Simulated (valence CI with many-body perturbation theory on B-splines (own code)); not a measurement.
## E1 line list for Hf³⁹⁺

Level of theory: relativistic CI+MBPT: five valence electrons over a frozen Dirac-Fock core [Ar] 3d10, radial functions for each j: 11 s, 11 p, 10 d, 8 f, 5 g, 2 h, with the one-electron correlation potential Σ1, the two-electron term Σ2, the three-electron term Σ3, Breit, model QED; selected CI, second order for the rest, scaled by the run's own slope (own B-spline code, finite nucleus).

No measured spectrum was set against this ion. As an estimate, large intervals hold to a few tenths of a per cent, small ones and those within an open d or f shell to about a per cent. Among the levels kept, up to 2100 cm⁻¹ of a level comes from second order outside the variational space, and about a tenth of that is noise between levels of different J, which matters for small intervals.

Lines 151 to 200 of 513 in falling wavelength, among levels below 502.15 eV, chosen from the strongest by gf and those to the six lowest levels. Wavelengths and rates use the calculated energies. Electric multipoles are in the length gauge with retardation, E1 and E2 with the static RPA response of the core. Weak lines are less certain than strong ones. Lines between different terms over intervals too small for the method are left out, as are lines whose strength nearly cancels. Where a level lies close to another of its J and parity, the split of strength between their lines is uncertain. The highest levels of a list are the least certain.

Levels are named by their leading jj configuration (3d3/2^4 stands for four electrons in 3d with j = 3/2), which in mixed levels can hold well under half, so a name can repeat and another be missing. Letters in brackets count levels of one name in rising energy.

```tsv
λ vac (nm)	Upper	Lower	A (s⁻¹)	S (a.u.)
6.929	(4s 4p1/2 4p3/2^2 4d5/2) J=3/2 [b]	(4s^2 4p1/2 4p3/2 4d5/2) J=5/2 [b]	8.08e+10	5.31e-02
6.928	(4s^2 4p1/2 4d5/2^2) J=1/2	(4s^2 4p1/2 4p3/2 4d5/2) J=1/2	2.57e+11	8.45e-02
6.921	(4s 4p1/2^2 4d3/2 4d5/2) J=5/2 [b]	(4s 4p1/2^2 4p3/2 4d3/2) J=5/2 [a]	8.58e+10	8.42e-02
6.920	(4s 4p1/2 4p3/2^2 4d3/2) J=3/2 [g]	(4s^2 4p1/2 4p3/2 4d5/2) J=3/2 [b]	1.23e+11	8.03e-02
6.917	(4s 4p1/2 4p3/2^2 4d3/2) J=3/2 [f]	(4s^2 4p1/2 4p3/2 4d3/2) J=1/2 [b]	4.21e+10	2.75e-02
6.917	(4s^2 4p3/2 4d3/2 4d5/2) J=3/2 [b]	(4s^2 4p3/2^2 4d3/2) J=1/2	1.18e+11	7.70e-02
6.905	(4s^2 4p3/2 4d3/2 4d5/2) J=5/2 [d]	(4s^2 4p3/2^2 4d3/2) J=3/2 [a]	1.00e+11	9.80e-02
6.904	(4s^2 4p1/2^2 4f5/2) J=5/2	(4s 4p1/2^2 4p3/2^2) J=5/2	5.98e+09	5.83e-03
6.903	(4s 4p1/2 4p3/2^2 4d3/2) J=3/2 [f]	(4s^2 4p1/2 4p3/2 4d5/2) J=5/2 [a]	7.94e+10	5.16e-02
6.902	(4s 4p1/2 4p3/2^2 4d5/2) J=5/2 [c]	(4s^2 4p1/2 4p3/2 4d5/2) J=5/2 [b]	6.28e+10	6.11e-02
6.900	(4s^2 4p1/2 4p3/2 4f7/2) J=7/2 [b]	(4s^2 4p1/2 4p3/2 4d5/2) J=7/2 [a]	1.40e+11	1.81e-01
6.900	(4s^2 4p1/2 4d3/2 4d5/2) J=1/2	(4s^2 4p1/2 4p3/2 4d3/2) J=1/2 [a]	4.60e+11	1.49e-01
6.896	(4s^2 4p1/2 4p3/2 4f7/2) J=11/2	(4s^2 4p1/2 4p3/2 4d5/2) J=9/2	2.89e+11	5.60e-01
6.896	(4s 4p1/2 4p3/2^2 4d5/2) J=5/2 [c]	(4s^2 4p1/2 4p3/2 4d5/2) J=7/2 [b]	5.19e+10	5.04e-02
6.881	(4s 4p1/2 4p3/2^2 4d5/2) J=7/2 [f]	(4s 4p1/2 4p3/2^3) J=5/2	5.50e+11	7.08e-01
6.877	(4s^2 4p1/2 4p3/2 4f7/2) J=9/2 [c]	(4s^2 4p1/2 4p3/2 4d5/2) J=7/2 [b]	6.79e+11	1.09e+00
6.874	(4s 4p1/2 4p3/2^2 4d5/2) J=5/2 [a]	(4s^2 4p1/2 4p3/2 4d5/2) J=5/2 [a]	4.64e+10	4.46e-02
6.873	(4s^2 4p1/2 4p3/2 4d5/2) J=3/2 [b]	(4s^2 4p1/2 4p3/2^2) J=3/2	2.84e+11	1.82e-01
6.868	(4s 4p3/2^3 4d3/2) J=1/2	(4s^2 4p3/2^2 4d3/2) J=1/2	1.29e+11	4.11e-02
6.863	(4s 4p1/2 4p3/2^2 4d3/2) J=5/2 [e]	(4s^2 4p1/2 4p3/2 4d5/2) J=3/2 [a]	3.88e+10	3.72e-02
6.862	(4s 4p1/2 4p3/2^2 4d5/2) J=3/2 [b]	(4s^2 4p1/2 4p3/2 4d5/2) J=3/2 [b]	4.70e+11	3.00e-01
6.860	(4s 4p3/2^3 4d3/2) J=1/2	(4s^2 4p3/2^2 4d3/2) J=3/2 [a]	3.64e+11	1.16e-01
6.859	(4s^2 4p3/2^2 4d5/2) J=3/2	(4s^2 4p3/2^3) J=3/2	6.32e+11	4.03e-01
6.858	(4s 4p1/2 4p3/2^2 4d5/2) J=1/2 [b]	(4s^2 4p1/2 4p3/2 4d5/2) J=3/2 [a]	3.08e+11	9.80e-02
6.856	(4s 4p1/2^2 4p3/2 4d5/2) J=3/2 [b]	(4s^2 4p1/2^2 4d5/2) J=5/2	1.80e+11	1.15e-01
6.856	(4s^2 4p1/2 4p3/2 4d5/2) J=3/2 [c]	(4s^2 4p1/2 4p3/2^2) J=5/2	1.56e+11	9.94e-02
6.856	(4s 4p1/2 4p3/2^2 4d3/2) J=7/2 [b]	(4s^2 4p1/2 4p3/2 4d3/2) J=5/2 [a]	3.60e+10	4.58e-02
6.855	(4s 4p1/2 4p3/2^2 4d5/2) J=5/2 [e]	(4s 4p1/2 4p3/2^3) J=5/2	5.71e+11	5.45e-01
6.847	(4s 4p1/2 4p3/2^2 4d3/2) J=3/2 [f]	(4s^2 4p1/2 4p3/2 4d3/2) J=5/2 [b]	7.94e+10	5.03e-02
6.846	(4s^2 4p1/2 4p3/2 4f7/2) J=9/2 [a]	(4s^2 4p1/2 4p3/2 4d5/2) J=7/2 [a]	2.24e+11	3.55e-01
6.842	(4s^2 4p1/2 4d5/2^2) J=1/2	(4s^2 4p1/2 4p3/2 4d5/2) J=3/2 [b]	2.36e+11	7.45e-02
6.836	(4s 4p1/2 4p3/2^2 4d5/2) J=3/2 [e]	(4s 4p1/2 4p3/2^3) J=1/2	8.75e+11	5.52e-01
6.835	(4s 4p1/2 4p3/2^2 4d5/2) J=5/2 [c]	(4s^2 4p1/2 4p3/2 4d5/2) J=3/2 [b]	2.97e+11	2.81e-01
6.820	(4s^2 4p1/2 4p3/2 4f5/2) J=3/2 [b]	(4s^2 4p1/2 4p3/2 4d5/2) J=5/2 [a]	6.02e+10	3.77e-02
6.819	(4s 4p1/2 4p3/2^2 4d5/2) J=5/2 [d]	(4s^2 4p1/2 4p3/2 4d5/2) J=5/2 [b]	1.39e+11	1.31e-01
6.817	(4s 4p1/2 4p3/2^2 4d3/2) J=5/2 [c]	(4s^2 4p1/2 4p3/2 4d3/2) J=5/2 [a]	1.13e+11	1.06e-01
6.813	(4s 4p1/2 4p3/2^2 4d5/2) J=5/2 [d]	(4s^2 4p1/2 4p3/2 4d5/2) J=7/2 [b]	1.76e+11	1.65e-01
6.813	(4s 4p1/2 4p3/2^2 4d5/2) J=3/2 [d]	(4s 4p1/2 4p3/2^3) J=5/2	2.52e+11	1.57e-01
6.811	(4s^2 4p1/2 4p3/2 4f5/2) J=5/2 [a]	(4s^2 4p1/2 4p3/2 4d3/2) J=7/2	3.88e+10	3.63e-02
6.810	(4s 4p1/2 4p3/2^2 4d5/2) J=3/2 [c]	(4s^2 4p1/2 4p3/2 4d5/2) J=1/2	4.35e+11	2.71e-01
6.808	(4s^2 4p1/2 4p3/2 4d5/2) J=5/2 [b]	(4s^2 4p1/2 4p3/2^2) J=3/2	5.83e+11	5.44e-01
6.799	(4s^2 4p1/2 4p3/2 4f5/2) J=7/2 [a]	(4s^2 4p1/2 4p3/2 4d3/2) J=5/2 [b]	8.93e+10	1.11e-01
6.791	(4s 4p1/2 4p3/2^2 4d5/2) J=3/2 [c]	(4s^2 4p1/2 4p3/2 4d5/2) J=5/2 [b]	1.36e+11	8.41e-02
6.791	(4s 4p1/2 4p3/2^2 4d3/2) J=1/2 [d]	(4s^2 4p1/2 4p3/2 4d3/2) J=3/2 [b]	2.51e+11	7.75e-02
6.789	(4s^2 4p1/2 4p3/2 4d5/2) J=1/2	(4s^2 4p1/2 4p3/2^2) J=3/2	2.43e+11	7.52e-02
6.789	(4s 4p1/2 4p3/2^2 4d5/2) J=3/2 [e]	(4s 4p1/2 4p3/2^3) J=3/2	2.72e+11	1.68e-01
6.784	(4s^2 4p3/2 4d3/2 4d5/2) J=3/2 [c]	(4s^2 4p3/2^2 4d3/2) J=1/2	7.45e+10	4.59e-02
6.779	(4s 4p1/2 4p3/2^2 4d5/2) J=7/2 [e]	(4s^2 4p1/2 4p3/2 4d5/2) J=5/2 [b]	8.48e+11	1.04e+00
6.777	(4s^2 4p3/2 4d3/2 4d5/2) J=3/2 [c]	(4s^2 4p3/2^2 4d3/2) J=3/2 [a]	1.89e+11	1.16e-01
6.768	(4s 4p1/2^2 4p3/2 4d5/2) J=7/2 [a]	(4s 4p1/2^2 4p3/2^2) J=5/2	1.02e+11	1.24e-01
```
